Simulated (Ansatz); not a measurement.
**Which isomer of C2H5ClSi gives these data?**

These gas-phase data were calculated for one isomer of C2H5ClSi at B3LYP-D3(BJ)/6-311G** (harmonic, unscaled wavenumbers; equilibrium rotational constants with average atomic masses):

- rotational constants: 5.998, 3.418, 2.207 GHz
- all wavenumbers above 1500 cm⁻¹: 3243, 3147, 3123, 3113, 3038

Candidates:

(1) `C=[Si](C)Cl`, a singlet
(2) `C=C[SiH2]Cl`, a singlet

Which candidate do the data belong to?

Candidate (1). No mode falls between 2000 and 2380 cm⁻¹, where the Si–H stretch of (2) would stand.

The same quantities for all candidates:

|  | rotational constants (GHz) | wavenumbers above 1500 cm⁻¹ | E above the lowest, B3LYP-D3(BJ)/6-311G** (kcal/mol) |
| --- | --- | --- | --- |
| (1) | 5.998, 3.418, 2.207 | 3243, 3147, 3123, 3113, 3038 | 8.7 |
| (2) | 11.61, 2.128, 1.951 | 3194, 3128, 3113, 2263, 2253, 1654 | 0.0 |

Each candidate is one conformer. Programs: Ansatz 0.2.0.
